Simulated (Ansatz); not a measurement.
The cluster CoS2⁻, relaxed as a singlet with RKS PBE0-D4/def2-TZVPD in Ansatz, starting from the GFN1-xTB geometry. Force threshold 0.02 eV/Å.

The restricted singlet is unstable towards broken spin symmetry in Hartree–Fock (as tested in another run); at PBE0-D4/def2-TZVPD this wasn't settled. Another isomer (quintet) lies 2.63 eV lower at PBE0-D4/def2-TZVPD; other spin states weren't run for this one.

Start:

Cartesian coordinates in Å:
```
Co -1.073 -0.662 1.125
S 0.577 1.305 -0.867
S 0.496 -0.642 -0.258
```

(1) Estimate the energy that the relaxation releases and the steps that it takes.

(2) Does the start keep its bonding and symmetry?

(3) Predict the relaxed structure.

Answers

(1) 15.8 kJ/mol, in 5 steps; 11 s on 4 threads of Arm Neoverse V2 on a shared host. No frequencies were taken in this run, so the end may be a saddle point.

(2) By distances, no bond broke or formed. The bond that changes most is Co1–S3, from 2.09 to 1.96 Å (atoms count from 1). Point group Cs at the start, Cs at the end, both within 0.05 Å.

(3) 
```csv
atom,x (Å),y (Å),z (Å)
Co1,-1.050,-0.777,1.136
S2,0.670,1.306,-0.949
S3,0.380,-0.528,-0.187
```
Bond lengths: 1 × Co–S 1.96 Å; 1 × S–S 2.01 Å.
